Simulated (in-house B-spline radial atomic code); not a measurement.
## Ionising Cs²⁺ with different functionals

Computed with a radial B-spline atomic code at the basis-set limit: scalar-relativistic (spin-free X2C) Hamiltonian, Fermi nucleus of rms radius 4.8041 fm, spin-polarised at highest spin, spherical fractional occupations for the functionals, and exact exchange of hybrids averaged over the configuration. The ionisation energy is the difference of two self-consistent energies, [Kr] 4d10 5s2 5p5 → [Kr] 4d10 5s2 5p4, without Breit or QED terms; ε is the level of the shell that loses the electron (its least bound occupied spin orbital). There is no spin-orbit coupling in this Hamiltonian.

```json
{"method": "PBE0", "rung": "global hybrid", "ΔSCF (eV)": "?", "-ε(5p) (eV)": "?"}
{"method": "B3LYP", "rung": "global hybrid", "ΔSCF (eV)": "33.51", "-ε(5p) (eV)": "29.53"}
{"method": "TPSSh", "rung": "global hybrid", "ΔSCF (eV)": "33.47", "-ε(5p) (eV)": "29.01"}
{"method": "BHandHLYP", "rung": "global hybrid", "ΔSCF (eV)": "33.36", "-ε(5p) (eV)": "31.06"}
{"method": "r2SCAN0", "rung": "global hybrid", "ΔSCF (eV)": "33.53", "-ε(5p) (eV)": "29.97"}
{"method": "B97-1", "rung": "global hybrid", "ΔSCF (eV)": "33.36", "-ε(5p) (eV)": "29.48"}
{"method": "HSE06", "rung": "range-separated hybrid", "ΔSCF (eV)": "33.44", "-ε(5p) (eV)": "29.35"}
{"method": "wB97X", "rung": "range-separated hybrid", "ΔSCF (eV)": "33.33", "-ε(5p) (eV)": "32.19"}
{"method": "CAM-B3LYP", "rung": "range-separated hybrid", "ΔSCF (eV)": "33.53", "-ε(5p) (eV)": "31.27"}
{"method": "LC-wPBE", "rung": "range-separated hybrid", "ΔSCF (eV)": "?", "-ε(5p) (eV)": "?"}
```

Question: What does LC-wPBE give?

Answer: ΔSCF 33.52 eV, and -ε(5p) = 32.77 eV.

Question: What does PBE0 give?

Answer: ΔSCF 33.45 eV, and -ε(5p) = 29.80 eV.

Question: Among the functionals, which spreads more, the ΔSCF values or the orbital energies?

Answer: The orbital energies: ΔSCF values span about 0.20 eV and the orbital energies 3.76 eV; here energy differences depend much less on the functional than eigenvalues do.

Question: How do they compare with the NIST value?

Answer: NIST lists 33.195 eV ± 0.004 (semi-empirical, ground level to ground level). Errors run from +0.14 to +0.34 eV; wB97X is closest (+0.14 eV), but part of that can be cancellation, since the calculations leave out spin-orbit coupling, Breit-QED terms, multiplet and fine-structure energies.
